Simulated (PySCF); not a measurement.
C6H5F2O2 (doublet state).
Z-matrix (Å and degrees, GFN2-xTB geometry), rows numbered from 1:
```
O 
C   1  1.2044
C   2  1.4623  1  129.57
C   3  1.3337  2  110.87  1  -179.26
C   4  1.4949  3  113.01  2    -0.07
C   5  1.5224  4  104.02  3     1.62
O   6  1.4822  2  107.91  1    64.48
C   7  1.2915  6  121.45  2   -68.40
F   8  1.3403  7  119.79  6   -40.63
F   8  1.3413  7  119.47  6    99.65
H   3  1.0746  2  121.82  1     0.63
H   4  1.0767  3  126.06  2   179.75
H   5  1.0911  4  111.08  3   120.17
H   5  1.0908  4  111.31  3  -119.49
H   6  1.0930  2  112.06  1   -53.89
```

The hyperfine couplings belong to this conformer and change with its torsions.

The species is `O=C1C=CC[C@@H]1O[C](F)F` [radical].

Theory: PySCF, UKS B3LYP, pcH-1 on C F H O, non-relativistic, mean-field spin-orbit, GIAO. One conformer (not necessarily the lowest) at the GFN2-xTB geometry, without solvent, vibrations or thermal averaging. Couplings are sensitive to structure, and on GFN2-xTB geometries they can be far from those on DFT ones. The SCF solution wasn't tested for stability.

Q: The isotropic 17O couplings are -182.5, -1.4 MHz. Assign them to O1; O7.

A: 
```json
{"site": "O1", "a_iso (MHz)": "-1.4", "ρ(0) (bohr⁻³)": "+0.0023", "position": "4 bonds from C8", "distance from C8 (Å)": "3.04", "spin population": "+0.02", "largest |T| (MHz)": "7.9"}
{"site": "O7", "a_iso (MHz)": "-182.5", "ρ(0) (bohr⁻³)": "+0.3010", "position": "1 bond from C8", "distance from C8 (Å)": "1.29", "spin population": "0.00", "largest |T| (MHz)": "13.6"}
```

ρ(0) is the spin density at the nucleus and T the dipolar tensor; entries for several nuclei are means. Largest spin populations (Mulliken): C8 (+0.78), C6 (+0.09) and F10 (+0.06). No atom but C8 exceeds +0.15. The angles at C8 add up to 348.9°, so it is slightly pyramidal.

Means are taken over nuclei equivalent by connectivity, which assumes that they swap fast. The 19F value of +346.2 MHz is a mean of couplings from 296.3 to 396.0 MHz in this one geometry, not an average over conformers.
